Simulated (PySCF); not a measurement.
CH3AlBrFO, SMILES [Al]([F])([O]C)[Br]. Heavy atoms are numbered as in [Al:1]([F:2])([Br:3])[O:4][CH3:5]. Hydrogens are named by the atom that carries them.

The structure is a stationary point at B3LYP-D3(BJ)/def2-SVP. The structure was generated by enumeration; whether it is a known compound was not checked. One conformer was computed; it need not be the lowest.

Level of theory: PBE/pcSseg-1 (PySCF).

GIAO shieldings, no solvent; atoms alike by connectivity are averaged. δ = σ(ref) − σ: ¹⁹F against CFCl3 (σ = 133.6 ppm); ¹⁷O against H2O (σ = 334.3 ppm); ¹³C against TMS (σ = 182.0 ppm); ¹H against TMS (σ = 31.49 ppm), references at their B3LYP-D3(BJ)/def2-TZVP geometries, non-relativistic (without spin–orbit terms, shifts of atoms bonded to Cl or Br come out too high).

Computed chemical shifts:
| nucleus | atoms | count | δ (ppm) |
|---|---|---|---|
| ¹⁹F | F2 | 1 | -195.4 |
| ¹⁷O | O4 | 1 | 47.9 |
| ¹³C | C5 (CH3) | 1 | 58.7 |
| ¹H | H on C5 | 3 | 4.36 |
